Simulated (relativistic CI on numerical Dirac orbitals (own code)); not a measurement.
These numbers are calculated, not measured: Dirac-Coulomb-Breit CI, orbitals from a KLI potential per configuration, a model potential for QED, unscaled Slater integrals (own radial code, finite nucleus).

The strongest absorption lines from the ground level of an ion, among the configurations computed and to levels below about 5100 eV (vacuum wavelength in nm, gf): 0.27205 (0.55), 0.27897 (0.73), 0.27961 (3), 0.27965 (1.7), 0.28099 (0.65), 0.29489 (0.96), 0.29564 (3.1), 0.29613 (0.98).

Which ion is it?
A. Sb43+
B. Sb45+
C. Tc35+
D. Ag39+

A. Sb43+ has 8 electrons and the ground level 2s2 2p4 3P_2; the strongest line goes to 2s2 2p3 3s 3D°_3. The pattern of lines fixes the number of electrons, and along that sequence the line energies rise steadily with the charge (about as its square where n changes within one kind of shell, about linearly where n is kept but much faster in heavy ions where fine structure, which grows about as Z⁴, sets the gap, and irregularly where shells cross), which fixes Z. Configurations outside the model, such as inner-shell arrays, can give stronger lines. At this charge energies of transitions that change n are usually good to better than 1 %, and those within a shell (Δn = 0) to a few per cent.

LS names give the leading component of a level, which can be under half, so a name can repeat, a term be missing and a line seem to break the LS rules.
